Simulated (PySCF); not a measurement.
**Radial density of Tl²⁺ (thallium, charge +2)**

B3LYP, [Xe] 4f14 5d9 6s2, 2D determinant (an excited configuration). Calculation: PySCF 2.14, in aug-cc-pwCVTZ-DK3 (11s10p8d5f1g, 125 functions); scalar relativity by spin-free X2C-1e.

```
r (bohr)  4πr²ρ (e/bohr)  4πr²(ρα − ρβ)
  0.0161           103.9        -0.0003
  0.0271           107.7         0.0017
  0.0456           151.4         0.0206
  0.0766           124.3         0.0848
   0.129           140.7         0.0760
   0.217           89.52         0.0184
   0.365           94.99         0.2052
   0.614           38.16         0.0662
    1.03           20.01         0.9635
    1.74           5.836         0.4301
    2.92          0.8092         0.0162
    4.91         0.01632        -0.0004
```

Densities and radii are taken from the X2C orbitals without a picture-change correction, which distorts them close to the nucleus.

Spin-orbit coupling, absent here, splits the open shell strongly.
